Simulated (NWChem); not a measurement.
Program: NWChem. System: F2O2W, charge 0, spin multiplicity 1, at a geometry optimised with B3LYP/def2-SVP with def2 effective core potentials on W. The structure started from a generated list of species. Level: BHandHLYP/def2-TZVP with def2 effective core potentials on W.

Job file:

```
start mol
memory heap 200 mb stack 900 mb global 1100 mb
geometry units angstroms nocenter noautoz
  W      0.000000     0.000000     0.015008
  O      0.000000    -1.361328     1.039665
  O      0.000000     1.361328     1.039665
  F      1.575934     0.000000    -0.985844
  F     -1.575934     0.000000    -0.985844
  symmetry group C2v
end
basis spherical
  * library def2-tzvp
end
ecp
  W library def2-ecp
end
dft
  xc bhlyp
  semidirect memsize 60000000 filesize 0
  iterations 100
end
task dft energy
```

NWChem printed:

```
             Northwest Computational Chemistry Package (NWChem) 7.3.0
             --------------------------------------------------------

                                NWChem Input Module
                                -------------------

 Scaling coordinates for geometry "geometry" by  1.889725989
 (inverse scale =  0.529177249)

 Turning off AUTOSYM since
 SYMMETRY directive was detected!

                             Geometry "geometry" -> ""
                             -------------------------

 Output coordinates in angstroms (scale by  1.889725989 to convert to a.u.)

  No.       Tag          Charge          X              Y              Z
 ---- ---------------- ---------- -------------- -------------- --------------
    1 W                   74.0000     0.00000000     0.00000000     0.01500800
    2 O                    8.0000     0.00000000    -1.36132800     1.03966500
    3 O                    8.0000     0.00000000     1.36132800     1.03966500
    4 F                    9.0000     1.57593400     0.00000000    -0.98584400
    5 F                    9.0000    -1.57593400     0.00000000    -0.98584400

 Effective nuclear repulsion energy (a.u.)     823.7819087587

            Nuclear Dipole moment (a.u.)
            ----------------------------
        X                 Y               Z
 ---------------- ---------------- ----------------
     0.0000000000     0.0000000000     0.0000755890

      Symmetry information
      --------------------

 Group name             C2v
 Group number             16
 Group order               4
 No. of unique centers     3

      Symmetry unique atoms

     1    2    4


 Summary of "ao basis" -> "" (spherical)
 ------------------------------------------------------------------------------
       Tag                 Description            Shells   Functions and Types
 ---------------- ------------------------------  ------  ---------------------
 *                         def2-tzvp                  on all atoms

                                 NWChem DFT Module
                                 -----------------

 Summary of "ao basis" -> "ao basis" (spherical)
 ------------------------------------------------------------------------------
       Tag                 Description            Shells   Functions and Types
 ---------------- ------------------------------  ------  ---------------------
 W                         def2-tzvp                14       40   6s4p3d1f
 O                         def2-tzvp                11       31   5s3p2d1f
 F                         def2-tzvp                11       31   5s3p2d1f

 Summary of "ao basis" -> "ao basis" (spherical)
 ------------------------------------------------------------------------------
       Tag                 Description            Shells   Functions and Types
 ---------------- ------------------------------  ------  ---------------------
 W                         def2-tzvp                14       40   6s4p3d1f
 O                         def2-tzvp                11       31   5s3p2d1f
 F                         def2-tzvp                11       31   5s3p2d1f

      Symmetry analysis of basis
      --------------------------

        a1         60
        a2         24
        b1         40
        b2         40

            General Information
            -------------------
          SCF calculation type: DFT
          Wavefunction type:  closed shell.
          No. of atoms     :     5
          No. of electrons :    48
[...]
 d= 0,ls=0.0,diis     5   -417.3001944900 -1.88D-02  1.43D-04  1.79D-03     6.6
  Resetting Diis
 d= 0,ls=0.0,diis     6   -417.3003888046 -1.94D-04  3.20D-05  1.04D-04     7.1
 d= 0,ls=0.0,diis     7   -417.3003980366 -9.23D-06  1.04D-05  3.41D-06     7.7
 d= 0,ls=0.0,diis     8   -417.3003976473  3.89D-07  6.95D-06  1.05D-05     8.2

         Total DFT energy =     -417.300397647290
      One electron energy =    -1035.189738098904
           Coulomb energy =      443.767390926100
    Exchange-Corr. energy =      -45.376825630283
 Nuclear repulsion energy =      219.498775155797

 Numeric. integr. density =       48.000000393143

     Total iterative time =      7.2s

                  Occupations of the irreducible representations
                  ----------------------------------------------

                     irrep           alpha         beta
                     --------     --------     --------
                     a1               10.0         10.0
                     a2                2.0          2.0
                     b1                6.0          6.0
                     b2                6.0          6.0

                       DFT Final Molecular Orbital Analysis
                       ------------------------------------

 Vector   22  Occ=2.000000D+00  E=-4.714669D-01  Symmetry=a1
              MO Center=  2.4D-14, -7.6D-14,  7.8D-01, r^2= 2.9D+00
   Bfn.  Coefficient  Atom+Function         Bfn.  Coefficient  Atom+Function
  ----- ------------  ---------------      ----- ------------  ---------------
    47      0.290694  2 O  py                78     -0.290694  3 O  py
    50      0.254760  2 O  py                81     -0.254760  3 O  py
     3     -0.251500  1 W  s                  5      0.219204  1 W  s
    21      0.158308  1 W  d  0              12     -0.149825  1 W  pz
     2      0.145170  1 W  s                 23     -0.142677  1 W  d  2

 Vector   23  Occ=2.000000D+00  E=-4.552509D-01  Symmetry=b1
              MO Center= -4.3D-14, -2.6D-13,  7.7D-01, r^2= 2.7D+00
   Bfn.  Coefficient  Atom+Function         Bfn.  Coefficient  Atom+Function
  ----- ------------  ---------------      ----- ------------  ---------------
    46      0.287247  2 O  px                77      0.287247  3 O  px
    49      0.254790  2 O  px                80      0.254790  3 O  px
    10     -0.170660  1 W  px                52      0.169564  2 O  px
    83      0.169564  3 O  px                22     -0.141587  1 W  d  1
   108     -0.115356  4 F  px               139     -0.115356  5 F  px

 Vector   24  Occ=2.000000D+00  E=-4.202553D-01  Symmetry=b2
              MO Center= -1.6D-15, -7.9D-14,  9.9D-01, r^2= 2.5D+00
   Bfn.  Coefficient  Atom+Function         Bfn.  Coefficient  Atom+Function
  ----- ------------  ---------------      ----- ------------  ---------------
    48      0.309644  2 O  pz                79     -0.309644  3 O  pz
    51      0.273867  2 O  pz                82     -0.273867  3 O  pz
    54      0.195726  2 O  pz                85     -0.195726  3 O  pz
    47      0.124327  2 O  py                78      0.124327  3 O  py
    11     -0.120456  1 W  py                50      0.108117  2 O  py

 Vector   25  Occ=0.000000D+00  E=-7.145385D-02  Symmetry=a1
              MO Center= -1.5D-14,  2.0D-15, -1.1D-01, r^2= 2.1D+00
   Bfn.  Coefficient  Atom+Function         Bfn.  Coefficient  Atom+Function
  ----- ------------  ---------------      ----- ------------  ---------------
    21      0.565957  1 W  d  0              26      0.362165  1 W  d  0
    18     -0.202973  1 W  pz                23     -0.169221  1 W  d  2
    12      0.154357  1 W  pz                53     -0.141903  2 O  py
    84      0.141903  3 O  py               116      0.142138  4 F  pz
   147      0.142138  5 F  pz               110      0.141313  4 F  pz

 Vector   26  Occ=0.000000D+00  E=-5.109354D-02  Symmetry=a2
              MO Center=  3.8D-15,  5.5D-14,  2.3D-01, r^2= 1.9D+00
   Bfn.  Coefficient  Atom+Function         Bfn.  Coefficient  Atom+Function
  ----- ------------  ---------------      ----- ------------  ---------------
    19      0.622940  1 W  d -2              24      0.398701  1 W  d -2
    52      0.217881  2 O  px                83     -0.217881  3 O  px
    46      0.198252  2 O  px                77     -0.198252  3 O  px
    49      0.174834  2 O  px                80     -0.174834  3 O  px
   109     -0.104430  4 F  py               140      0.104430  5 F  py

 Vector   27  Occ=0.000000D+00  E=-1.641829D-02  Symmetry=a1
              MO Center=  4.8D-14,  2.3D-14, -3.3D-01, r^2= 5.9D+00
   Bfn.  Coefficient  Atom+Function         Bfn.  Coefficient  Atom+Function
  ----- ------------  ---------------      ----- ------------  ---------------
     6      1.297858  1 W  s                107     -0.292622  4 F  s
   138     -0.292622  5 F  s                  3     -0.235631  1 W  s
    23      0.216198  1 W  d  2              18     -0.188955  1 W  pz
    28      0.147280  1 W  d  2               2      0.143899  1 W  s
     4     -0.134138  1 W  s                 33      0.103010  1 W  d  2

 center of mass
 --------------
 x =   0.00000000 y =   0.00000000 z =  -0.01071220

 moments of inertia (a.u.)
 ------------------
         467.180218663322           0.000000000000           0.000000000000
           0.000000000000         592.466209447490           0.000000000000
           0.000000000000           0.000000000000         548.699800112140

     Multipole analysis of the density
     ---------------------------------

     L   x y z        total         alpha         beta         nuclear
     -   - - -        -----         -----         ----         -------
     0   0 0 0     -0.000000    -24.000000    -24.000000     48.000000

     1   1 0 0     -0.000000     -0.000000     -0.000000      0.000000
     1   0 1 0     -0.000000     -0.000000     -0.000000      0.000000
     1   0 0 1     -0.724641      0.488472      0.488472     -1.701585

     2   2 0 0    -34.640785    -97.141221    -97.141221    159.641657
     2   1 1 0     -0.000000     -0.000000     -0.000000      0.000000
     2   1 0 1     -0.000000     -0.000000     -0.000000      0.000000
     2   0 2 0    -35.128710    -70.507924    -70.507924    105.887138
     2   0 1 1      0.000000      0.000000      0.000000      0.000000
     2   0 0 2    -34.623894    -79.433463    -79.433463    124.243032

 Task  times  cpu:        8.2s     wall:        8.2s

 Total times  cpu:        8.3s     wall:        8.3s
```
